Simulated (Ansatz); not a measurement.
The same molecule with X = V, Nb, Ta. Ansatz, PBE0-D4/def2-TZVP geometries, multiplicity 1.

Elements past krypton have def2 core potentials. Scalar relativity is left out up to krypton.

| X | molecule | mean X–C bond length / Å | mean X–F bond length / Å | mean X–O bond length / Å | HOMO energy (ωB97M-V/def2-TZVPP) / eV | LUMO energy (B3LYP/def2-TZVPP) / eV | zero-point energy (PBE0-D4/def2-TZVP) / kJ/mol |
| --- | --- | --- | --- | --- | --- | --- | --- |
| V | `[CH3][V](=[O])([F])[F]` | 1.989 | 1.723 | 1.549 | -11.77 | -3.73 | 115.0 |
| Nb | `[CH3][Nb](=[O])([F])[F]` | 2.136 | 1.864 | 1.685 | -11.28 | -2.48 | 111.2 |

(1) Give the row for X = Ta, `[CH3][Ta](=[O])([F])[F]`. (Estimate.)

Answers

(1) Ansatz gave: 
| X | molecule | mean X–C bond length / Å | mean X–F bond length / Å | mean X–O bond length / Å | HOMO energy (ωB97M-V/def2-TZVPP) / eV | LUMO energy (B3LYP/def2-TZVPP) / eV | zero-point energy (PBE0-D4/def2-TZVP) / kJ/mol |
| --- | --- | --- | --- | --- | --- | --- | --- |
| Ta | `[CH3][Ta](=[O])([F])[F]` | 2.142 | 1.874 | 1.710 | -11.49 | -1.94 | 111.0 |

From V to Ta the mean X–C bond length rises at each step, by 0.153 Å in all; the mean X–F bond length rises at each step, by 0.151 Å in all; the mean X–O bond length rises at each step, by 0.161 Å in all; the HOMO energy (ωB97M-V/def2-TZVPP) isn't monotonic: highest at Nb, lowest at V; the LUMO energy (B3LYP/def2-TZVPP) rises at each step, by 1.79 eV in all; the zero-point energy (PBE0-D4/def2-TZVP) falls at each step, by 4.0 kJ/mol in all.

Positive LUMOs are unbound, so they and the gaps depend on the basis.

B3LYP here is the variant with VWN-RPA as its local correlation; programs differ in this.
